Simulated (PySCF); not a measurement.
FOS (SMILES O=[S]F), doublet, at a GFN2-xTB geometry; MP2/6-31G* (PySCF).

Input for PySCF:
```python
from pyscf import gto, scf, mp

mol = gto.Mole()
mol.atom = '''
    O    -1.195029   -0.511793    0.028757
    S    -0.140285    0.464799    0.000719
    F     1.311644   -0.371382   -0.026840
'''
mol.basis = '6-31g*'
mol.charge = 0
mol.spin = 1
mol.verbose = 4
mol.build()

mf = scf.UHF(mol)
mf.kernel()

pt = mp.MP2(mf)
pt.kernel()
print('E(MP2) = %.10f' % pt.e_tot)
```

**Question.** What does PySCF print? Leave out banner, timings and long lists.

**Answer.** 
```
PySCF version 2.14.0

[INPUT] verbose = 4
[INPUT] num. atoms = 3
[INPUT] num. electrons = 33
[INPUT] charge = 0
[INPUT] spin (= nelec alpha-beta = 2S) = 1
[INPUT] symmetry False subgroup None
[INPUT] Mole.unit = angstrom
[INPUT] Symbol           X                Y                Z      unit          X                Y                Z       unit  Magmom
[INPUT]  1 O     -1.195029000000  -0.511793000000   0.028757000000 AA   -2.258277520913  -0.967148602470   0.054342854164 Bohr   0.0
[INPUT]  2 S     -0.140285000000   0.464799000000   0.000719000000 AA   -0.265100229385   0.878342812972   0.001358713084 Bohr   0.0
[INPUT]  3 F      1.311644000000  -0.371382000000  -0.026840000000 AA    2.478647932929  -0.701810267593  -0.050720249183 Bohr   0.0

nuclear repulsion = 107.758947742654
number of shells = 20
number of NR pGTOs = 105
number of NR cGTOs = 46
basis = 6-31g*
ecp = {}

******** <class 'pyscf.scf.uhf.UHF'> ********
method = UHF
initial guess = minao
damping factor = 0
level_shift factor = 0
DIIS = <class 'pyscf.scf.diis.CDIIS'>
diis_start_cycle = 1
diis_space = 8
diis_damp = 0
SCF conv_tol = 1e-09
SCF conv_tol_grad = None
SCF max_cycles = 50
direct_scf = True
direct_scf_tol = 1e-13
number electrons alpha = 17  beta = 16
Set gradient conv threshold to 3.16228e-05
init E= -572.050441997186

cycle= 1 E= -571.627113838939  delta_E= 0.423  |g|= 0.491  |ddm|= 1.57
cycle= 2 E= -571.689418753499  delta_E= -0.0623  |g|= 0.348  |ddm|= 0.628
cycle= 3 E= -571.735353359675  delta_E= -0.0459  |g|= 0.0504  |ddm|= 0.258
cycle= 4 E= -571.737365631963  delta_E= -0.00201  |g|= 0.0258  |ddm|= 0.058
cycle= 5 E= -571.73814345694  delta_E= -0.000778  |g|= 0.0138  |ddm|= 0.0373
cycle= 6 E= -571.738535937164  delta_E= -0.000392  |g|= 0.00988  |ddm|= 0.0249
cycle= 7 E= -571.738950378061  delta_E= -0.000414  |g|= 0.00601  |ddm|= 0.0383
cycle= 8 E= -571.739168871829  delta_E= -0.000218  |g|= 0.0024  |ddm|= 0.0396
cycle= 9 E= -571.739199917012  delta_E= -3.1e-05  |g|= 0.00079  |ddm|= 0.0168
cycle= 10 E= -571.739202214029  delta_E= -2.3e-06  |g|= 0.000342  |ddm|= 0.00421
cycle= 11 E= -571.739202552598  delta_E= -3.39e-07  |g|= 0.000196  |ddm|= 0.00127
cycle= 12 E= -571.739202679454  delta_E= -1.27e-07  |g|= 0.000112  |ddm|= 0.000759
cycle= 13 E= -571.739202722131  delta_E= -4.27e-08  |g|= 6.54e-05  |ddm|= 0.000582
cycle= 14 E= -571.739202734038  delta_E= -1.19e-08  |g|= 3.09e-05  |ddm|= 0.000291
cycle= 15 E= -571.739202736407  delta_E= -2.37e-09  |g|= 1.47e-05  |ddm|= 0.00015
cycle= 16 E= -571.739202736856  delta_E= -4.49e-10  |g|= 8.5e-06  |ddm|= 5.5e-05
Extra cycle  E= -571.739202736944  delta_E= -8.84e-11  |g|= 5.99e-06  |ddm|= 1.15e-05
converged SCF energy = -571.739202736944  <S^2> = 0.7695237  2S+1 = 2.0194293

******** <class 'pyscf.mp.ump2.UMP2'> ********
nocc = (np.int64(17), np.int64(16)), nmo = (46, 46)
E(UMP2) = -572.220917797944  E_corr = -0.481715060999819
E(SCS-UMP2) = -572.198929736323  E_corr = -0.459726999378169
E_corr(same-spin) = -0.136535854409554
E_corr(oppo-spin) = -0.345179206590265
E(MP2) = -572.2209177979
```
